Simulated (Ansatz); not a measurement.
`[Cl][AlH][Cl]` + `N[B]([SiH3])[GeH3]` → `[SiH3][Al]([Cl])[Cl]` + `N[BH][GeH3]`  (redistribution)

Gas-phase electronic energies from Ansatz, PBE0-D4/def2-TZVP geometries. CBS: MP2 limit from def2 TZ/QZ plus the TZ coupled-cluster correction, frozen cores. This one scheme is used for every species. Functionals use def2-TZVPP. B3LYP here is the variant with VWN-RPA as its local correlation; programs differ in this. For Ge outer-core shells are correlated without core-valence functions, which leaves a few kJ/mol of doubt a bond. Scalar relativity is left out up to krypton. Each species was taken in one conformer, which may not be the lowest.

`[Cl][AlH][Cl]`:

Cartesian coordinates in Å:
```
Cl -0.310 -0.833 -1.805
Al 0.071 0.125 0.004
Cl -0.607 -0.774 1.755
H 0.846 1.482 0.046
```

`N[B]([SiH3])[GeH3]`:

```xyz
12

N     0.322    0.862   -1.479
B     0.079    0.195   -0.289
Si    0.771    0.960    1.445
Ge   -0.995   -1.572   -0.362
H     0.004    0.534   -2.378
H     0.837    1.728   -1.534
H     1.697    0.005    2.117
H    -0.348    1.229    2.393
H     1.511    2.242    1.238
H    -0.184   -2.763    0.186
H    -1.406   -1.925   -1.811
H    -2.288   -1.496    0.474
```

`[SiH3][Al]([Cl])[Cl]`:

Cartesian coordinates in Å:
```
Si 0.297 -0.668 -0.868
Al -0.348 0.778 0.978
Cl 0.216 0.323 2.940
Cl -1.481 2.511 0.695
H -0.210 -0.143 -2.163
H 1.781 -0.769 -0.932
H -0.255 -2.033 -0.649
```

`N[BH][GeH3]`:

```xyz
9

N     0.006   -0.288    1.627
B     0.177   -0.751    0.334
Ge   -0.080    0.521   -1.271
H    -0.245    0.661    1.852
H     0.122   -0.873    2.439
H     0.476   -1.900    0.182
H     1.202    0.651   -2.116
H    -0.472    1.948   -0.823
H    -1.186    0.030   -2.226
```

| level | ΔE (kJ/mol) | difference from CCSD(T)/CBS |
| --- | --- | --- |
| r2SCAN-D4 | -24.6 | -1.4 |
| PBE0-D4 | -27.3 | -4.1 |
| B3LYP-D4 | -24.3 | -1.1 |
| ωB97X-V | -24.1 | -0.9 |
| B2PLYP | -25.5 | -2.3 |
| PBE | -29.3 | -6.1 |
| r2SCAN | -25.2 | -2.0 |
| PBE0 | -29.2 | -6.0 |
| B3LYP | -28.0 | -4.8 |
| MP2/def2-TZVPP | -21.3 | 1.9 |
| SCS-MP2/def2-TZVPP | -22.0 | 1.2 |
| CCSD(T)/def2-TZVPP | -23.5 | -0.3 |
| SCS-MP2/def2-QZVPP | -21.8 | 1.4 |
| HF/CBS(def2) | -28.3 | -5.1 |
| MP2/CBS(def2) | -21.0 | 2.2 |
| CCSD/CBS(def2) | -24.1 | -0.9 |
| CCSD(T)/CBS | -23.2 | 0 |

Largest T1 diagnostic among the species: 0.013.

In def2-TZVPP, CCSD(T) changes the Hartree–Fock value by +5.1 kJ/mol (the triples alone add +0.9 kJ/mol) and MP2 by +7.3 kJ/mol. The D4 term adds +3.7 kJ/mol with B3LYP and +1.9 kJ/mol with PBE0; it sums over pairs of atoms, weighted by their polarisabilities, and B3LYP, whose exchange is more repulsive, gets the larger term.
